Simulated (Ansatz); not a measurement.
The same path of a periodic cell of 17 atoms, TiSi₁₆ (host Si, host structure diamond, interstitial Ti) was run twice with different band settings. Lost on the way: Si5–Ti17, Si6–Ti17, Si7–Ti17, Si13–Ti17. Made: Si8–Ti17, Si14–Ti17, Si15–Ti17, Si16–Ti17.

These are results of Ansatz 0.2.0, DFT PBE, scalar-relativistic, plane waves, PAW, not measurements. Settings: PAW set soft_1, cutoff 420 eV, k mesh 2x2x2, fermi-dirac smearing 0.05 eV, no spin polarisation.

Relaxed end points:

```xyz
17
Lattice="0.0000 5.4300 5.4300 5.4300 0.0000 5.4300 5.4300 5.4300 0.0000" Properties=species:S:1:pos:R:3
Si 0.000 0.000 0.000
Si 1.315 1.313 1.314
Si 2.717 2.713 -0.038
Si 4.117 4.116 1.314
Si 2.716 -0.039 2.714
Si 4.116 1.314 4.116
Si 5.470 2.715 2.714
Si 6.774 4.087 4.089
Si -0.035 2.714 2.716
Si 1.315 4.116 4.116
Si 2.717 5.467 2.717
Si 4.091 6.770 4.089
Si 2.716 2.716 5.469
Si 4.091 4.087 6.772
Si 5.433 5.429 5.431
Si 6.774 6.771 6.772
Ti 2.717 2.714 2.715
```

```xyz
17
Lattice="0.0000 5.4300 5.4300 5.4300 0.0000 5.4300 5.4300 5.4300 0.0000" Properties=species:S:1:pos:R:3
Si -0.012 0.015 -0.013
Si 1.361 1.318 1.360
Si 2.762 2.671 -0.040
Si 4.115 4.072 1.360
Si 2.734 0.015 2.733
Si 4.077 1.357 4.076
Si 5.418 2.699 2.733
Si 6.791 4.071 4.037
Si -0.039 2.671 2.761
Si 1.361 4.072 4.114
Si 2.761 5.472 2.760
Si 4.076 6.786 4.075
Si 2.734 2.698 5.417
Si 4.037 4.071 6.790
Si 5.392 5.472 5.390
Si 6.791 6.825 6.790
Ti 1.361 4.072 1.360
```

Common settings: movable images 3; climbing image yes; spring 5.0 eV/Å²; end points relaxed.

| run | optimiser | start path | force threshold | iteration limit |
| --- | --- | --- | --- | --- |
| 1 | fire | IDPP | 0.03 eV/Å | 63 |
| 2 | quadratic models (default) | default | 0.05 eV/Å | 10 |

(1) What does each run give, and how far can it be trusted?

Answers

(1) Run 1: converged after 39 iterations, highest image 1.730 eV above the first end. By the program's own check the climbing image is a first-order saddle point (lowest curvatures found: -4.17 and 0.22 eV/Å²).
Run 2: converged after 6 iterations, highest image 1.721 eV above the first end. Neighbouring images differ by up to 1.2 eV, so the band resolves the path poorly. The order of the stationary point at the top wasn't checked.
Limits of this set-up: coarse k mesh, a small cell, in which the defect meets its images.
